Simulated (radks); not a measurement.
The argon ion Ar+ inside a hard spherical wall (all orbitals vanish at R), configuration held at [Ne] 3s2 3p5 and not refilled when levels cross. Calculated with a radial shooting solver on a logarithmic mesh with Libxc functionals: non-relativistic Kohn-Sham, PBE, spin-unpolarised, spherical densities, point nucleus. Eigenvalues in eV, with the zero of energy where the potential of the charges vanishes at infinity; a dash marks a level that is unbound or too diffuse for the functional's potential to be trusted. A positive occupied level is held by the wall or, in an anion where self-interaction has pushed it up, behind a barrier. The pressure on the wall is -dE/dV.

| R (bohr) | E (hartree) | kinetic (hartree) | e(2s) | e(2p) | e(3s) | e(3p) | e(4s, empty) | e(3d, empty) | pressure (GPa) |
|---|---|---|---|---|---|---|---|---|---|
| free | -526.75542 | 526.170 | -308.62 | -243.69 | -36.454 | -22.132 | - | - | 0 |
| 20 | -526.75542 | 526.170 | -308.62 | -243.69 | -36.454 | -22.132 | - | - | < 0.0001 |
| 15 | -526.75542 | 526.170 | -308.62 | -243.69 | -36.454 | -22.132 | - | - | < 0.0001 |
| 10 | -526.75542 | 526.170 | -308.62 | -243.69 | -36.454 | -22.132 | -5.884 | -3.956 | < 0.0001 |
| 7 | -526.75537 | 526.171 | -308.61 | -243.69 | -36.450 | -22.128 | -5.262 | -3.724 | 0.00604 |
| 6 | -526.75487 | 526.177 | -308.58 | -243.66 | -36.428 | -22.105 | -4.239 | -3.411 | 0.0824 |
| 4 | -526.70539 | 526.561 | -307.11 | -242.16 | -35.422 | -20.993 | 6.380 | -0.470 | 16.3 |
| 3 | -526.28855 | 528.852 | -300.55 | -235.50 | -30.868 | -15.743 | 33.289 | 7.274 | 274 |
| 2.5 | -525.29074 | 533.172 | -290.80 | -225.53 | -23.173 | -6.929 | 69.998 | 17.994 | 1270 |
| 2 | -521.95047 | 544.833 | -270.44 | -204.56 | -2.613 | 15.727 | 153.54 | 41.829 | 6880 |
